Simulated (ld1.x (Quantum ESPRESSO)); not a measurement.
**An all-electron radial function and its pseudo partner (boron (B))**

Columns: radius, all-electron u(r) and pseudo u(r) of the 2p shell (level -3.72 eV) of boron in the configuration [He] 2s2 2p1; LDA (PZ), non-relativistic, PAW scheme, ld1.x (Quantum ESPRESSO) 7.5.

```tsv
r (bohr)	all-electron	pseudo
0.100	0.0274	0.0081
0.200	0.0879	0.0321
0.300	0.1611	0.0703
0.400	0.2362	0.1204
0.500	0.3074	0.1795
0.600	0.3720	0.2442
0.700	0.4287	0.3109
0.800	0.4774	0.3761
0.900	0.5182	0.4368
1.000	0.5514	0.4906
1.100	0.5776	0.5358
1.200	0.5973	0.5713
1.300	0.6112	0.5972
1.400	0.6200	0.6140
1.500	0.6243	0.6228
1.600	0.6247	0.6251
1.700	0.6218	0.6225
1.800	0.6161	0.6164
1.900	0.6080	0.6080
2.000	0.5979	0.5979
2.100	0.5863	0.5863
2.200	0.5733	0.5733
2.300	0.5594	0.5594
2.400	0.5446	0.5446
2.500	0.5292	0.5292
2.600	0.5134	0.5134
```

(1) How many radial nodes do the two functions have?

(2) At about which radius was the pseudo-wave matched?

(3) Is the pseudo-wave norm-conserving?

## Answers

(1) The all-electron 2p function has n − l − 1 = 0; the pseudo-wave has 0.

(2) 2.00 bohr. The columns agree to 0.0005 from 1.80 bohr on; several derivatives are matched, so the curves merge somewhat inside the radius.

(3) No, it belongs to a PAW set: the norm inside the radius is not constrained, and the difference is carried by the augmentation charge.
